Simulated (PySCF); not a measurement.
A series of related molecules.

All values: B3LYP/def2-SVPD (PySCF) at PBE0-D3(BJ)/def2-SVP geometries, gas phase, one conformer each. Core orbitals are frozen in the response; Δα² is half the sum of the squared differences of the principal polarisabilities.

Problem. Rank by vertical ionisation energy (ΔSCF), highest first.
A. `[SiH3][SiH2][SiH2][SiH2]CCl`
B. `N#C[SiH2][SiH2][SiH2][SiH3]`
C. `C1CC([SiH2][SiH2][SiH2][SiH3])C1`
D. `CC(=O)[SiH2][SiH2][SiH2][SiH3]`
E. `CC(C)(C)[SiH2][SiH2][SiH2][SiH3]`
F. `O=CO[SiH2][SiH2][SiH2][SiH3]`

Solution. B (9.81 eV), F (9.56 eV), A (9.42 eV), C (9.08 eV), E (8.92 eV), D (8.79 eV).

Problem. Rank by mean static polarisability, highest first.
A. `CC(=O)[SiH2][SiH2][SiH2][SiH3]`
B. `OB(O)[SiH2][SiH2][SiH2][SiH3]`
C. `[SiH3][SiH2][SiH2][SiH2]C1CCC1`
D. `N#CC[SiH2][SiH2][SiH2][SiH3]`
E. `[SiH3][SiH2][SiH2][SiH2]C1=CC=CC=N1`
F. `O=CO[SiH2][SiH2][SiH2][SiH3]`

Solution. E (27.39 Å³), C (24.81 Å³), D (22.86 Å³), A (22.30 Å³), B (21.62 Å³), F (20.35 Å³).

Problem. Rank by HOMO energy, lowest first.
A. `c1([SiH2][SiH2][SiH2][SiH3])ccccn1`
B. `O=CO[SiH2][SiH2][SiH2][SiH3]`
C. `[SiH2](n1cccc1)[SiH2][SiH2][SiH3]`
D. `[SiH2]([SiH2][SiH3])[SiH2]C(=O)C`
E. `N#C[SiH2][SiH2][SiH2][SiH3]`
F. `OB(O)[SiH2][SiH2][SiH2][SiH3]`

Solution. E (-7.98 eV), B (-7.73 eV), F (-7.43 eV), A (-7.18 eV), D (-6.94 eV), C (-6.18 eV).

All values together:

```json
{"SMILES": "OB(O)[SiH2][SiH2][SiH2][SiH3]", "formula": "BH11O2Si4", "μ (D)": "2.94", "HOMO (eV)": "-7.43", "LUMO (eV)": "-0.83", "α (Å³)": "21.62", "Δα (Å³)": "5.66", "electrons": "88", "α per electron (Å³)": "0.246", "ΔSCF removal energy (eV)": "9.23"}
{"SMILES": "[SiH3][SiH2][SiH2][SiH2]C1CCC1", "formula": "C4H16Si4", "μ (D)": "0.96", "HOMO (eV)": "-7.40", "LUMO (eV)": "-0.35", "α (Å³)": "24.81", "Δα (Å³)": "4.19", "electrons": "96", "α per electron (Å³)": "0.258", "ΔSCF removal energy (eV)": "9.08"}
{"SMILES": "N#C[SiH2][SiH2][SiH2][SiH3]", "formula": "CH9NSi4", "μ (D)": "3.32", "HOMO (eV)": "-7.98", "LUMO (eV)": "-1.13", "α (Å³)": "19.87", "Δα (Å³)": "3.96", "electrons": "78", "α per electron (Å³)": "0.255", "ΔSCF removal energy (eV)": "9.81"}
{"SMILES": "N#CC[SiH2][SiH2][SiH2][SiH3]", "formula": "C2H11NSi4", "μ (D)": "4.55", "HOMO (eV)": "-7.80", "LUMO (eV)": "-0.97", "α (Å³)": "22.86", "Δα (Å³)": "12.66", "electrons": "86", "α per electron (Å³)": "0.266", "ΔSCF removal energy (eV)": "9.49"}
{"SMILES": "O=CO[SiH2][SiH2][SiH2][SiH3]", "formula": "CH10O2Si4", "μ (D)": "1.43", "HOMO (eV)": "-7.73", "LUMO (eV)": "-0.95", "α (Å³)": "20.35", "Δα (Å³)": "4.12", "electrons": "88", "α per electron (Å³)": "0.231", "ΔSCF removal energy (eV)": "9.56"}
{"SMILES": "CC(=O)[SiH2][SiH2][SiH2][SiH3]", "formula": "C2H12OSi4", "μ (D)": "2.76", "HOMO (eV)": "-6.94", "LUMO (eV)": "-1.80", "α (Å³)": "22.30", "Δα (Å³)": "5.21", "electrons": "88", "α per electron (Å³)": "0.253", "ΔSCF removal energy (eV)": "8.79"}
{"SMILES": "[SiH3][SiH2][SiH2][SiH2]CCl", "formula": "CH11ClSi4", "μ (D)": "1.51", "HOMO (eV)": "-7.63", "LUMO (eV)": "-0.74", "α (Å³)": "21.78", "Δα (Å³)": "5.68", "electrons": "90", "α per electron (Å³)": "0.242", "ΔSCF removal energy (eV)": "9.42"}
{"SMILES": "[SiH3][SiH2][SiH2][SiH2]n1cccc1", "formula": "C4H13NSi4", "μ (D)": "1.16", "HOMO (eV)": "-6.18", "LUMO (eV)": "-0.78", "α (Å³)": "25.23", "Δα (Å³)": "6.46", "electrons": "100", "α per electron (Å³)": "0.252", "ΔSCF removal energy (eV)": "8.09"}
{"SMILES": "CC(C)(C)[SiH2][SiH2][SiH2][SiH3]", "formula": "C4H18Si4", "μ (D)": "1.13", "HOMO (eV)": "-7.30", "LUMO (eV)": "-0.38", "α (Å³)": "25.92", "Δα (Å³)": "9.07", "electrons": "98", "α per electron (Å³)": "0.265", "ΔSCF removal energy (eV)": "8.92"}
{"SMILES": "[SiH3][SiH2][SiH2][SiH2]c1ccccn1", "formula": "C5H13NSi4", "μ (D)": "3.54", "HOMO (eV)": "-7.18", "LUMO (eV)": "-1.63", "α (Å³)": "27.39", "Δα (Å³)": "8.52", "electrons": "106", "α per electron (Å³)": "0.258", "ΔSCF removal energy (eV)": "8.77"}
```

Conformers: `[OH:1][B:2]([OH:3])[SiH2:4][SiH2:5][SiH2:6][SiH3:7]` with H–O1–B2–O3 1°, O1–B2–O3–H -1°, O1–B2–Si4–Si5 146°, B2–Si4–Si5–Si6 -61°, Si4–Si5–Si6–Si7 55°; `[SiH3:1][SiH2:2][SiH2:3][SiH2:4][CH:5]1[CH2:6][CH2:7][CH2:8]1` with Si1–Si2–Si3–Si4 -50°, Si2–Si3–Si4–C5 -47°, Si3–Si4–C5–C6 -166°, Si4–C5–C6–C7 140°, C5–C6–C7–C8 -18°, C6–C7–C8–C5 18°, Si4–C5–C8–C7 -143°; `[N:1]#[C:2][SiH2:3][SiH2:4][SiH2:5][SiH3:6]` with C2–Si3–Si4–Si5 -26°, Si3–Si4–Si5–Si6 -54°; `[N:1]#[C:2][CH2:3][SiH2:4][SiH2:5][SiH2:6][SiH3:7]` with C2–C3–Si4–Si5 -179°, C3–Si4–Si5–Si6 56°, Si4–Si5–Si6–Si7 180°; `[O:1]=[CH:2][O:3][SiH2:4][SiH2:5][SiH2:6][SiH3:7]` with O1–C2–O3–Si4 -1°, C2–O3–Si4–Si5 -17°, O3–Si4–Si5–Si6 66°, Si4–Si5–Si6–Si7 13°; `[CH3:1][C:2](=[O:3])[SiH2:4][SiH2:5][SiH2:6][SiH3:7]` with C1–C2–Si4–Si5 135°, C2–Si4–Si5–Si6 30°, Si4–Si5–Si6–Si7 50°; `[SiH3:1][SiH2:2][SiH2:3][SiH2:4][CH2:5][Cl:6]` with Si1–Si2–Si3–Si4 -73°, Si2–Si3–Si4–C5 43°, Si3–Si4–C5–Cl6 -65°; `[SiH3:1][SiH2:2][SiH2:3][SiH2:4][n:5]1[cH:6][cH:7][cH:8][cH:9]1` with Si1–Si2–Si3–Si4 -104°, Si2–Si3–Si4–N5 32°, Si3–Si4–N5–C6 48°; `[CH3:1][C:2]([CH3:3])([CH3:4])[SiH2:5][SiH2:6][SiH2:7][SiH3:8]` with C2–Si5–Si6–Si7 -165°, Si5–Si6–Si7–Si8 -54°; `[SiH3:1][SiH2:2][SiH2:3][SiH2:4][c:5]1[cH:6][cH:7][cH:8][cH:9][n:10]1` with Si1–Si2–Si3–Si4 44°, Si2–Si3–Si4–C5 37°, Si3–Si4–C5–C6 133°.

Problem. By how much does the ΔSCF value exceed −ε(HOMO) over the species that have both?

Solution. By 1.59 to 1.91 eV, 1.76 eV on average, over 10 species.
